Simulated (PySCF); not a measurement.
CH₆ClGeN, SMILES [CH3][Ge@H]([NH2])[Cl].

Coordinates come from a PBE0-D3(BJ)/def2-SVP optimisation. The structure was generated by enumeration; whether it is a known compound was not checked. The values are those of a single conformer.

All values below come from TDA-LC-ωPBE/def2-SVPD run with PySCF.

Vertical excitations. Isolated molecule, no solvent.

```json
[
 {"state": "S1", "energy (eV)": "7.40", "λ (nm)": "168", "f": "0.073", "main pairs": "HOMO→LUMO 61 %, HOMO→LUMO+2 14 %, HOMO→LUMO+3 11 %"},
 {"state": "S2", "energy (eV)": "7.88", "λ (nm)": "157", "f": "0.038", "main pairs": "HOMO−1→LUMO+1 81 %"},
 {"state": "S3", "energy (eV)": "7.95", "λ (nm)": "156", "f": "0.065", "main pairs": "HOMO→LUMO+1 51 %, HOMO−2→LUMO+1 29 %"},
 {"state": "S4", "energy (eV)": "8.50", "λ (nm)": "146", "f": "0.142", "main pairs": "HOMO−2→LUMO+1 49 %, HOMO→LUMO+1 29 %"},
 {"state": "S5", "energy (eV)": "8.82", "λ (nm)": "141", "f": "0.017", "main pairs": "HOMO−1→LUMO 48 %, HOMO→LUMO+2 17 %"},
 {"state": "S6", "energy (eV)": "8.86", "λ (nm)": "140", "f": "0.001", "main pairs": "HOMO→LUMO+2 32 %, HOMO−1→LUMO 24 %, HOMO→LUMO+3 14 %, HOMO→LUMO+8 8 %"},
 {"state": "S7", "energy (eV)": "8.94", "λ (nm)": "139", "f": "0.048", "main pairs": "HOMO→LUMO+3 33 %, HOMO→LUMO 19 %, HOMO→LUMO+4 9 %, HOMO→LUMO+2 9 %"},
 {"state": "S8", "energy (eV)": "9.11", "λ (nm)": "136", "f": "0.117", "main pairs": "HOMO−1→LUMO+2 53 %, HOMO−1→LUMO+3 9 %"},
 {"state": "S9", "energy (eV)": "9.25", "λ (nm)": "134", "f": "0.032", "main pairs": "HOMO−2→LUMO 47 %, HOMO−1→LUMO+3 12 %"},
 {"state": "S10", "energy (eV)": "9.39", "λ (nm)": "132", "f": "0.020", "main pairs": "HOMO→LUMO+4 36 %, HOMO→LUMO+10 12 %, HOMO−1→LUMO+3 7 %"},
 {"state": "T1", "energy (eV)": "6.79", "λ (nm)": "183", "f": "0", "main pairs": "HOMO→LUMO 38 %, HOMO→LUMO+1 24 %, HOMO→LUMO+2 12 %, HOMO→LUMO+3 8 %"},
 {"state": "T2", "energy (eV)": "7.23", "λ (nm)": "172", "f": "0", "main pairs": "HOMO→LUMO+1 39 %, HOMO−1→LUMO+1 18 %, HOMO→LUMO 12 %, HOMO→LUMO+3 8 %"},
 {"state": "T3", "energy (eV)": "7.25", "λ (nm)": "171", "f": "0", "main pairs": "HOMO−1→LUMO+1 60 %"},
 {"state": "T4", "energy (eV)": "7.63", "λ (nm)": "163", "f": "0", "main pairs": "HOMO−2→LUMO+1 67 %"}
]
```
Triplets are in the Tamm–Dancoff approximation.
